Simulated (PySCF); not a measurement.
A geometry optimisation on `P[SiH2]Br`.

Method: PBE0-D3(BJ)/def2-SVP geometry optimisation, gas phase (PySCF 2.14.0). Start geometry: GFN2-xTB. The command runs a driver script over a list of jobs; the input below is this job's line of settings and its coordinates in Å.

Command:
```bash
OMP_NUM_THREADS=1 python probes_run.py task.json out
```

Input:
```
{"job": {"xc": "PBE0", "basis": "def2-SVP", "d3": "d3bj", "grid": 1, "shake": 0.01, "kind": "geom"}, "charge": 0, "multiplicity": 1}
P      1.357160    -0.307380    -0.667210
Si    -0.699040     0.304200     0.034960
Br    -2.135160    -1.270180    -0.611830
H      1.531260    -1.307340     0.239190
H      1.989690     0.626390     0.123520
H     -1.126440     1.526450    -0.648930
H     -0.883510     0.398760     1.480370
```

Output:
```
step   0  E = -3206.38675322  max force = 0.035154
step   1  E = -3206.39097101  max force = 0.007448
step   2  E = -3206.39121488  max force = 0.001393
step   3  E = -3206.39122946  max force = 0.000371
optimisation converged
```

Energies in Eh; «max force» is the largest Cartesian gradient component in Eh/bohr.

Question: How much energy does the optimisation release, in eV?

Answer: E(step 0) − E(last step) = 0.004476 Eh, which is 0.122 eV.

Question: Give the first gradient maximum in eV/Å.

Answer: With 1 Eh/bohr = 51.422 eV/Å, 1.808 eV/Å.

Main results: final energy -3206.39123 Eh after 3 steps; dipole 1.83 D.

Question: Where do the atoms end?

Answer: 0.056 Å rms from the input after alignment:
```
atom  x, y, z in Å
P1     0.8838   -0.5514   -0.9485
Si2   -1.1615    0.0566   -0.2147
Br3   -2.6205   -1.4736   -0.9177
H4     1.0152   -1.5799    0.0331
H5     1.5304    0.4323   -0.1340
H6    -1.5238    1.3670   -0.8255
H7    -1.2863    0.1443    1.2685
```

The run took 12 s on one thread of an Arm Neoverse V1, no GPU, shared host, and the process peaked at 0.36 GiB of memory.
Labels such as C1 count atoms from 1, the log's own numbers from 0.
